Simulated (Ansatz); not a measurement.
Reactions of BrClGaHO, SMILES `[OH][Ga]([Cl])[Br]`.

Program: Ansatz. Geometries: PBE0-D4/def2-TZVP. ΔE: electronic, gas phase. CCSD(T)/CBS is the MP2 limit (def2-TZVPP, def2-QZVPP) plus CCSD(T) − MP2 in def2-TZVPP, frozen cores. This one scheme is used for every species. For Br, Ga outer-core shells are correlated without core-valence functions, which leaves a few kJ/mol of doubt a bond. Scalar relativity is left out up to krypton. One conformer a species, not always the lowest.

Q: Order these by ΔE at CCSD(T)/CBS, lowest first. (Best estimate.)
A. `[OH][Ga]([Cl])[Br]` + H₂ → `[OH][GaH][Cl]` + HBr
B. `[OH][Ga]([Cl])[Br]` + `Clc1cccc2ccccc12` → `[OH][Ga]([Cl])[Cl]` + `Brc1cccc2ccccc12`
C. `[OH][Ga]([Cl])[Br]` + `[NH2][Al]([F])[F]` → `[NH2][Ga]([Cl])[Br]` + `[OH][Al]([F])[F]`
D. `[OH][Ga]([Cl])[Br]` + H₂S → `[OH][Ga]([SH])[Br]` + HCl

A: C (-30.9 kJ/mol), B (+6.4 kJ/mol), D (+23.9 kJ/mol), A (+95.6 kJ/mol).

Largest T1 diagnostic: 0.013, for `[OH][GaH][Cl]`.
